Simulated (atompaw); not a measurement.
**Which change was made? (Pm, PAW (atompaw))**

atompaw 4.2.0.5 input, output lines left out:

```
Pm 61
GGA-PBE scalarrelativistic loggrid 2001 logderivrange -6 5 276
6 6 5 4 0 0
6 0 0
6 1 0
5 2 0
4 3 5
0 0 0
c
c
c
c
v
v
c
c
c
v
v
c
c
v
v
3
2.20 1.85 2.00 1.55
n
n
y
1.65
n
y
-0.35
n
custom rrkj gramschmidtortho sinc
bessel
2.20
1.85
2.20
2.20
2.05
2.20
1.05
1.05
```

Cutoffs, loose and tight: the cutoffs (Ry, on a coarse ladder) from which the occupation-weighted sum of valence levels, in a spherical-Bessel basis at the reference potential, stays within 10 and 1 mRy of its value at 400 Ry. They see the waves, projectors and local potential, not the compensation charge or the core.

The base gives: outcome: generated; cutoff, loose: 160 Ry; cutoff, tight: 260 Ry; bound ghosts: none.

(1) After one change the result is: outcome: generated; cutoff, loose: 160 Ry; cutoff, tight: 260 Ry; bound ghosts: s. Which change was it?
A. local potential vpsmatchnc scheme with l = 4 at 0.5 Ry, radius 2.00 bohr
B. wave 5p (bound): rc 2.20 bohr becomes 5p (bound): rc 1.24 bohr
C. all radii scaled by about 0.73 (s 1.60, p 1.60, d 1.50, f 0.76 bohr); local potential bessel scheme, radius 1.46 bohr; augmentation sinc compensation charge, radius 1.34 bohr; PAW radius 1.60 bohr; waves and projectors: custom rrkj gramschmidtortho; core correction smooth core density matched at 1.12 bohr

## Answers

(1) A. The others give: wave 5p (bound): rc 2.20 bohr becomes 5p (bound): rc 1.24 bohr → outcome: failed: atompaw: The overlap operator has at least one negative eigenvalue! | all radii scaled by about 0.73 (s 1.60, p 1.60, d 1.50, f 0.76 bohr); local potential bessel scheme, radius 1.46 bohr; augmentation sinc compensation charge, radius 1.34 bohr; PAW radius 1.60 bohr; waves and projectors: custom rrkj gramschmidtortho; core correction smooth core density matched at 1.12 bohr → outcome: generated; cutoff, loose: 300 Ry; cutoff, tight: over 300 Ry; bound ghosts: none.
